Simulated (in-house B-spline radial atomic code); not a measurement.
# Ionising Au IX (Au8+) with different functionals

Computed with a radial B-spline atomic code at the basis-set limit: scalar-relativistic (spin-free X2C) Hamiltonian, Fermi nucleus of rms radius 5.4371 fm, spin-polarised at highest spin, spherical fractional occupations for the functionals, the average over the highest-spin determinants for Hartree-Fock. The ionisation energy is the difference of two self-consistent energies, [Xe] 4f14 5d3 → [Xe] 4f14 5d2, without Breit or QED terms; ε is the level of the shell that loses the electron (its least bound occupied spin orbital). There is no spin-orbit coupling in this Hamiltonian.

Hybrids are left out here: with spherical fractional occupations of an open shell their exact exchange keeps a self-interaction that integer-occupation calculations don't have.

```tsv
method	rung	ΔSCF (eV)	-ε(5d) (eV)
Hartree-Fock	Hartree-Fock	129.78	130.37
LDA VWN5	LDA	130.87	122.04
LDA PW92	LDA	130.86	122.02
LDA exchange-only	LDA	129.26	120.47
PBE	GGA	130.67	121.87
PBEsol	GGA	130.70	121.89
BLYP	GGA	130.43	121.60
RPBE	GGA	130.62	121.83
PW91	GGA	130.76	121.95
BP86	GGA	130.71	121.90
AM05	GGA	130.70	121.89
OLYP	GGA	131.14	122.32
TPSS	meta-GGA	130.63	121.86
SCAN	meta-GGA	130.87	122.18
r2SCAN	meta-GGA	130.89	122.20
revTPSS	meta-GGA	130.67	121.89
```

Q: How do they compare with the NIST value?

A: NIST lists 130 eV ± 2.2 (tabulated theory, ground level to ground level). Errors run from -0.84 to +1.04 eV; all lie within about twice that uncertainty, so the table can't rank the methods. Hartree-Fock also lacks correlation.
